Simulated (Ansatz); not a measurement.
AlF4 (SMILES [F][Al-]([F])([F])[F]), charge -1, singlet, at a GFN2-xTB geometry (such geometries of metal compounds can be far from the true shape) (a gas-phase anion, which may not be bound at this level); HF/aug-cc-pVDZ in Ansatz (an electronic-structure program).

Ansatz was given this input:
Ansatz 0.2 input:
```yaml
crystal:
  periodic: [false, false, false]
  atoms:
    - {symbol: Al, position_ang: [-0.00000000, 0.00000000, -0.00000000]}
    - {symbol: F, position_ang: [1.58679882, -0.29963334, -0.47610446]}
    - {symbol: F, position_ang: [0.00001338, 0.79617763, 1.48340395]}
    - {symbol: F, position_ang: [-0.75975736, 0.96255905, -1.15353150]}
    - {symbol: F, position_ang: [-0.82705485, -1.45910335, 0.14623202]}
basis:
  gaussian:
    orbitals: aug-cc-pVDZ
    point_charges:
      - {charge: 1.0, position_ang: [0.1343, 4.6213, 0.7490]}
hamiltonian:
  xc: hf
total_charge: -1
```

Q: Write the output that Ansatz gives for this input, abridged.

A: 
```
Functional definition: HF
1217 factors; their error is unknown
mean field evaluation 1: about -17419.6647 eV, gradient 2.8e1 eV
mean field evaluation 2: about -17420.7295 eV, gradient 1.5e1 eV
mean field evaluation 4: about -17421.0473 eV, gradient 3.0e-1 eV
mean field evaluation 8: about -17421.6690 eV, gradient 4.5e-1 eV
mean field -17421.66924537 eV, -640.2345359357 hartree, gradient 2.3e-5 eV, S^2 0.000000; 0 other end points of the search recorded, 0 dependent functions left out
reference -17421.66924537 eV, -640.2345359357 hartree; 25, 25 occupied and 94, 94 virtual orbitals, 1217 factors
Total energy: -17421.66924537 eV, -640.2345359357 hartree
```
